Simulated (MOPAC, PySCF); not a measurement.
C$_{3}$H$_{3}$Cl, SMILES `C=C=CCl`, neutral singlet in the gas phase. 

Cartesian coordinates (Å):
```xyz
7

C     -1.3503    -0.1397    -0.0484
C     -0.0561    -0.0665     0.0208
C      1.2380    -0.0101     0.0962
Cl     2.1457     1.3894    -0.3609
H     -1.8468    -0.4954    -0.9462
H     -1.9762     0.1551     0.7884
H      1.8457    -0.8329     0.4501
```
Charge 0, spin multiplicity 1.

All levels are single points at this geometry (PBE0-D3(BJ)/def2-TZVP); Pople sets use spherical d functions. Orbital energies aren't observables, and empty levels follow the basis.

```tsv
level	HOMO (eV)	LUMO (eV)	gap (eV)	dipole (D)	vertical IE, Delta-SCF (eV)
ωB97X-D3(BJ)/def2-TZVP in PySCF	-9.73	1.48	11.21	1.70	9.69
B3LYP/6-311+G** in PySCF	-7.20	-1.10	6.10	1.74	–
PBE/6-31G* in PySCF	-5.96	-1.42	4.54	1.71	9.27
HF/STO-3G in PySCF	-8.57	6.90	15.47	2.35	–
PM3 in MOPAC	-9.66	0.34	10.01	1.19	–
PM6 in MOPAC	-9.88	-0.04	9.85	1.73	–
```
